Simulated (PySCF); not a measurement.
# [Yb(NH2)4]− at several levels of theory

Computed with PySCF 2.14.0 (density fitting, no spin-orbit coupling) at the geometry relaxed with PBE0:

```xyz
13
[Yb(NH2)4]− (singlet in the valence; each metal's 4f electrons, 13 of them, lie in its core potential, out of spins and levels)
Yb    0.0000    0.0000    0.0000
N     1.3343    1.3070    1.1742
H     2.2063    0.9960    1.6033
H     1.2665    2.3043    1.3736
N    -1.3342   -1.1743    1.3071
H    -1.2668   -1.3733    2.3042
H    -2.2062   -1.6034    0.9961
N     1.3343   -1.3070   -1.1742
H     1.2665   -2.3043   -1.3736
H     2.2063   -0.9960   -1.6033
N    -1.3342    1.1743   -1.3071
H    -2.2062    1.6034   -0.9961
H    -1.2668    1.3733   -2.3042
```

```
 level                                                 basis    state  HOMO (eV)  gap (eV)  charge on Yb1 (e)  population of f-type functions on Yb1 (polarisation alone where 4f lies in the core)  dipole about the centre of mass (D)  largest force component (eV/Å)
  PBE0     Yb lcecp-1-SVP with ECP59, N def2-SVP, H def2-SVP  singlet      -1.13      5.40               0.59                                                                                  0.04                                 0.00                            0.01
r2SCAN                                              the same  singlet      -0.03      4.17               0.55                                                                                  0.04                                 0.00                            0.10
  PBE0  Yb lcecp-1-TZVP with ECP59, N def2-TZVP, H def2-TZVP  singlet      -1.43      5.41               1.43                                                                                  0.05                                 0.00                            0.30
```

In the lcecp rows the 4f levels are missing from HOMO and gap, and the state counts the valence alone.

Charges are Mulliken's, which hang on the basis. The relaxation used the grid (50, 194), these runs (75, 302) or, all-electron (x2c bases, spin-free X2C Hamiltonian), (99, 590).

Task: What does HF with Yb lcecp-1-SVP with ECP59, N def2-SVP, H def2-SVP give here?

Result: state singlet, HOMO (eV) -4.61, gap (eV) 10.92, charge on Yb1 (e) 1.17, population of f-type functions on Yb1 (polarisation alone where 4f lies in the core) 0.04, dipole about the centre of mass (D) 0.00, largest force component (eV/Å) 0.74. Time: 3.6 s on 2 threads of Intel(R) Xeon(R) 6975P-C (Granite Rapids), on a shared host, from an already converged density.

In the first row's basis the gap widens with exact exchange: 4.2 eV for r2SCAN (none); 5.4 eV for PBE0 (a fixed share); 10.9 eV for Hartree–Fock (rising or full at long range).

No frequency check is given that shows the relaxed geometry to be a minimum. An lcecp potential fixes the number of 4f electrons, so in runs with it no electron can move into or out of that shell.
